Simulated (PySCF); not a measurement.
Species: CH7F3NPSi2.
Atom-mapped SMILES: `[NH2:1][SiH2:2][Si@@H:3]([PH2:4])[C:5]([F:6])([F:7])[F:8]` (hydrogens: H9, H10 on N1; H11, H12 on Si2; H13 on Si3; H14, H15 on P4)

Computed geometry: GFN2-xTB, gas phase.

(1) Give the optimised bond lengths and angles.

## Answers

(1) 
| bond | length (pm) |
| --- | --- |
| N1–Si2 | 171.6 |
| Si2–Si3 | 233.9 |
| Si3–P4 | 223.7 |
| Si3–C5 | 195.7 |
| C5–F6, C5–F7 | 135.5 |
| C5–F8 | 134.2 |
| N1–H9, N1–H10 | 100.8 |
| Si2–H11 | 146.5 |
| Si2–H12 | 147.7 |
| Si3–H13 | 147.3 |
| P4–H14, P4–H15 | 138.6 |

Bonds in one row agree within 1 pm and their mean is given. A selection of angles:
| angle | degrees |
| --- | --- |
| N1–Si2–Si3 | 104.9 |
| Si2–Si3–P4 | 122.6 |
| Si2–Si3–C5 | 104.9 |
| P4–Si3–C5 | 100.6 |
| Si3–C5–F6 | 111.8 |
| Si3–C5–F8 | 114.5 |
| F6–C5–F7 | 105.3 |
| H9–N1–Si2 | 120.0 |
| H10–N1–Si2 | 120.1 |

Dihedral angles: N1–Si2–Si3–P4 179° (antiperiplanar); Si2–Si3–C5–F6 49° (synclinal).

Of the pairs four or more bonds apart, F6···H9 is among the closest relative to their van der Waals radii: 2.62 Å, 98 % of the sum of Bondi's values. Si3 (SiH silicon) is distorted tetrahedral (angles from 99.5° to 122.6°). Si2 (SiH2 silicon) is distorted tetrahedral (angles from 104.9° to 116.5°). P4 (three-coordinate phosphorus) is pyramidal (angles 95.3°, 94.4° and 92.7°, sum 282.4°, 0.84 Å off the plane of its three neighbours). N1 (silicon-bound nitrogen) has angles 120.1°, 120.0° and 110.0°, sum 350.1°, 0.22 Å off the plane of its three neighbours.

Point group: C1 (no symmetry element, even within 0.4 Å). Whether it is a minimum is left open (no frequencies). One conformer, not necessarily the lowest (H–N1–Si2–Si3 48° and -170°, N1–Si2–Si3–P4 179°, Si2–Si3–P4–H 43° and -50°).
